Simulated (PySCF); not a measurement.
Sb(OH)2(TeH) (H₃O₂SbTe), SMILES [OH][Sb]([OH])[TeH]. Atoms are numbered in the order given.

```xyz
7

Sb    -0.8100     0.3393     0.8736
O     -2.2644    -0.4872    -0.2492
H     -2.0904    -0.3284    -1.1995
O     -0.7224     2.2196     0.1587
H     -0.3676     2.1980    -0.7546
Te     1.2574    -0.6464    -0.8002
H      2.2766     0.5815    -0.2643
```

Geometry: PBE-D3(BJ)/def2-SVP. The def2 effective core potentials stand for the cores of Sb, Te; spin–orbit coupling is left out. Other conformers were not sampled.

The numbers are results of PySCF with PBE-D3(BJ)/def2-SVP, not measurements.

Frequencies are harmonic and unscaled.

```
mode  ν (cm⁻¹)  IR (km/mol)  moving atoms (share of kinetic energy)
----  --------  -----------  --------------------------------------
1           82          4.3                          H 76 %, O 21 %
2           97          5.7                          O 63 %, H 24 %
3          127          5.1                 O 65 %, Te 21 %, H 11 %
4          182         15.0                        Sb 55 %, Te 34 %
5          188          7.3                 O 68 %, H 19 %, Sb 12 %
6          276         38.9                           H 90 %, O 9 %
7          374        178.2                          H 89 %, O 11 %
8          474          1.9                                  H 97 %
9          575         74.9                         O 87 %, Sb 12 %
10         577         68.4                         O 87 %, Sb 12 %
11         813         80.7                                  H 94 %
12         857         73.1                                  H 92 %
13        2051         36.0                                  H 99 %
14        3656         30.4                                  H 94 %
15        3675         39.2                                  H 94 %
```
